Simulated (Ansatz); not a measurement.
Cost and result up the ladder for Ge17H24, a nanocrystal cut from cubic germanium (41 atoms). The state is a singlet with charge 0. Geometry: r2SCAN-D4/def2-SVP.

```xyz
41

Ge    4.485   -0.600   -1.024
Ge    1.572   -1.801    2.235
Ge   -2.414    3.417    0.099
Ge   -1.719    0.323    2.476
Ge    0.984    1.331   -0.252
Ge    0.912   -2.360   -1.703
Ge   -2.498   -0.271   -1.364
Ge   -1.794   -3.398    0.983
Ge    3.334    1.531   -0.854
Ge   -0.035    3.541   -0.381
Ge    0.668    0.443    1.995
Ge    3.247   -2.204   -2.358
Ge    0.594   -3.244    0.541
Ge   -2.727    2.531    2.339
Ge   -3.484    1.947   -1.513
Ge   -2.781   -1.177    0.877
Ge   -0.113   -0.155   -1.843
H     5.871   -0.377   -1.664
H     4.714   -1.171    0.387
H     1.184   -2.342    3.628
H     3.111   -1.801    2.143
H    -3.039    4.828    0.006
H    -1.906   -0.253    3.900
H     0.186   -3.309   -2.686
H    -3.169   -1.221   -2.383
H    -2.033   -4.016    2.376
H    -2.463   -4.310   -0.066
H     4.057    2.437    0.165
H     3.402    2.231   -2.227
H     0.656    4.486    0.625
H     0.187    4.115   -1.796
H     1.341    1.397    3.009
H     3.922   -3.588   -2.268
H     3.297   -1.754   -3.833
H     1.229   -4.651    0.629
H    -2.066    3.470    3.369
H    -4.231    2.444    2.669
H    -4.998    1.869   -1.229
H    -3.297    2.507   -2.938
H    -4.291   -1.261    1.201
H     0.103    0.414   -3.266
```

Ansatz on 11 threads of AMD EPYC 7R13 on a shared host and a whole NVIDIA H100 80GB HBM3. Times are rough, and most runs start from the orbitals of an earlier one. PBE0-D4/def2-TZVP serves as the yardstick here, not as an exact answer. Differences are given only for rows in sets of like size (and for xTB, whose basis is part of the method), since another set adds its own error. Binding counts from free atoms at the same level (Ge triplet, H doublet; other spins of the atoms weren't run), without zero-point energy or a counterpoise term.

Single mean-field runs in def2-SVP, def2-TZVP are fitted with def2-universal-jkfit.

```csv
level,functions,binding energy per atom (eV),difference from PBE0-D4/def2-TZVP (eV)
PBE0-D4/def2-TZVP (with forces),960,2.90,0.00
PBE0-D4/def2-SVP,664,2.90,–
PBE-D4/def2-SVP,664,2.90,–
PBE-D4/def2-TZVP,960,2.90,0.00
r2SCAN-D4/def2-TZVP,960,2.94,0.04
```

Problem. Estimate how long each takes.

Solution. PBE-D4/def2-SVP 3.1 s; PBE-D4/def2-TZVP 4.4 s; PBE0-D4/def2-SVP 4.8 s; r2SCAN-D4/def2-TZVP 5.5 s; PBE0-D4/def2-TZVP (with forces) 11 s. On shared hardware such times vary by a factor of up to 3.
